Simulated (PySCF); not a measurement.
## Two-component Hartree-Fock for Sc⁷⁺ (scandium, charge +7)

Start: [Ne] 3s2 3p2; 3p1/2 filled at m_j = -1/2, +1/2. Calculated with PySCF 2.14 in an uncontracted even-tempered set (20 s from 0.34 bohr⁻², ratio 2.4; 13 p from 0.45 bohr⁻², ratio 2.4; 5 d from 2.5 bohr⁻², ratio 2.6; 5 f from 3.7 bohr⁻², ratio 2.6): generalised Hartree-Fock with the X2C-1e Hamiltonian and a Gaussian nucleus; one run each with spin-orbit coupling (SO) switched off, then screened by Boettger's factors.

| spinor shell | electrons | ε, spin-free (eV) | ε, screened SO (eV) | weight of nominal j (screened SO) | rms radius, screened SO (bohr) |
| --- | --- | --- | --- | --- | --- |
| 1s1/2 | 2 | -4681.3 | -4681.2 | 1.000 | 0.0844 |
| 2s1/2 | 2 | -659.36 | -659.31 | 1.000 | 0.368 |
| 2p1/2 | 2 | -562.18 | -566.44 | 0.922 | 0.335 |
| 3s1/2 | 2 | -179.15 | -179.13 | 1.000 | 1.04 |
| 3p1/2 | 2 | -157.82 | -157.93 | 0.567 | 1.07 |

**Question.** Where does 2p3/2 lie, and what is the 2p spin-orbit splitting (screened SO)?

**Answer.** At -560.01 eV, 6.434 eV above 2p1/2.

```csv
quantity,spin-free,screened SO
E (hartree),-746.76469,-746.77990
M_J,0,0
⟨J²⟩,2.004,1.686
⟨L²⟩,2.003,1.993
⟨S²⟩,2.001,1.987
```

The determinant has a definite M_J but mixes levels of different J.

Each row is a mean over spinors that exchange with the open shell spreads, by up to 11.134 eV (3s1/2).

Rows whose weight is well below 1 are mixtures of j = l ± 1/2: exchange outweighs spin-orbit coupling there, and the label is only the starting occupation.

Without spin-orbit coupling the j labels of p, d and f shells carry no meaning; the spin-free column gives the mean over the occupied spinors of each nl shell.
